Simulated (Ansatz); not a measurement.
`[SH][GeH2][Cl]` + HI → `[Cl][GeH2][I]` + H₂S at 500 K and 1 bar (ligand exchange at a Ge–S bond).

Isolated molecules relaxed with PBE0-D4/def2-TZVP in Ansatz; ΔE leaves out vibrations. CCSD(T)/CBS adds triple-zeta CCSD(T) − MP2 to the extrapolated MP2 energy (def2 sets, frozen cores). This one scheme is used for every species. Elements past krypton have def2 core potentials. For Ge, I outer-core shells are correlated without core-valence functions, which leaves a few kJ/mol of doubt a bond. Scalar relativity is left out up to krypton. One conformer a species, not always the lowest.

```
         species  CCSD(T)/CBS energy (Eh)  H − E (kJ/mol)  S (J/(mol·K))
`[SH][GeH2][Cl]`              -2935.52817           104.5          364.3
              HI               -298.03592            28.6          221.6
 `[Cl][GeH2][I]`              -2834.60434            77.9          366.1
             H₂S               -398.97279            57.0          224.0
```

H − E and S are ideal-gas, rigid-rotor, harmonic terms from PBE0-D4/def2-TZVP, for one conformer and one mirror image of each species. 1 Eh = 2625.50 kJ/mol, R = 8.31446 J/(mol·K).

Q: By hand: ΔE, ΔH, ΔS and ΔG.

A: ΔE = (-2834.60434) + (-398.97279) − (-2935.52817) − (-298.03592) = -0.01304 Eh = -34.2 kJ/mol. Δ(H − E) = 77.9 + 57.0 − 104.5 − 28.6 = 1.8, so ΔH = -32.4 kJ/mol. ΔS = 366.1 + 224.0 − 364.3 − 221.6 = 4.2 J/(mol·K). ΔG = -32.4 − 500 × (4.2)/1000 = -34.5 kJ/mol.

Q: By hand: the equilibrium constant, and the temperature at which ΔG would vanish if ΔH and ΔS stayed fixed.

A: log₁₀ K = −ΔG/(RT ln 10) = 3.6. ΔH and −TΔS have one sign here, so there is no such temperature.

The number of gas molecules stays the same, so ΔS is small and ΔH decides. A doubt of 5 kJ/mol in ΔE shifts log₁₀ K by 0.5 here. Other conformers and mirror images would add mixing entropy, several J/(mol·K) or more a flexible species. These are equilibria of isolated gas molecules and say nothing of rates. Largest T1 diagnostic: 0.010 (customary marks: 0.02 for closed shells, 0.045 for open ones).

ΔS is within the doubt of such terms, so its sign, and with it that verdict, could turn.
